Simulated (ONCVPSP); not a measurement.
# lutetium (Lu): variants of one ONCV potential

Base potential:

```json
{
  "Element": "Lu (Z = 71)",
  "Generator": "ONCVPSP 4.0.1",
  "Type": "optimised norm-conserving Vanderbilt (ONCV)",
  "Functional": "PBE",
  "Relativity": "scalar-relativistic",
  "Frozen core": "[Kr] 4d10",
  "Valence charge": "25",
  "Reference configuration": "4f14 5s2 5p6 5d1 6s1.75 6p0.25",
  "Partial waves": "5s+6s: rc 2.05 bohr, ncon 3, nbas 7, qcut 7.2 1/bohr, 2 projectors; 5p+6p: rc 2.10 bohr, ncon 4, nbas 7, qcut 5.7 1/bohr, 3 projectors, debl 1.1 Ha; 5d: rc 2.40 bohr, ncon 4, nbas 8, qcut 4.5 1/bohr, 2 projectors, debl 3.7 Ha; 4f: rc 0.75 bohr, ncon 4, nbas 8, qcut 23.3 1/bohr, 3 projectors, debl 3.1 Ha",
  "Local potential": "polynomial inside 0.55 bohr (lpopt 1, dvloc0 0 Ha)",
  "Core correction": "Teter function, fcfact 5.25, rcfact 1.3"
}
```

Cutoffs, loose and tight: the cutoffs (Ha) at which the residual kinetic energy of the hardest occupied pseudo-wave falls to 1 and 0.1 mHa per electron. They do not see the model core or the augmentation charge, which bear on the density cutoff. Test errors are all-electron minus pseudo excitation energies from the reference, over the configurations 4f14 5s2 5p6 5d1 6s2 6p0; 4f14 5s2 5p6 5d1 6s1 6p0; 4f14 5s2 5p6 5d1 6s0 6p0; 4f13 5s2 5p6 5d0 6s0 6p0. A dash means not determined; rows that change the core or the reference have their own tests. The largest error is taken over the tests solved by every variant that gives reliable tests at all: 4f14 5s2 5p6 5d1 6s0 6p0; 4f14 5s2 5p6 5d1 6s1 6p0; 4f14 5s2 5p6 5d1 6s2 6p0.

A true bound ghost makes a file unfit for plane-wave use even where its test errors are small: the radial tests pick states by their node count and pass the ghost by.

```csv
change,outcome,"cutoff, loose","cutoff, tight",bound ghosts,GHOST(+) flags above zero,largest test error (meV)
base,generated,226 Ha,247 Ha,"s, p, d",s,-6.3
"core correction Teter function, fcfact 5.25, rcfact 1.4",generated,226 Ha,247 Ha,"s, p, d",s,-6.4
d: qcut 5.9,generated,226 Ha,247 Ha,"s, p","s, d",-6.4
d: rc 1.86,generated,226 Ha,247 Ha,"s, p","s, d",-6.3
```
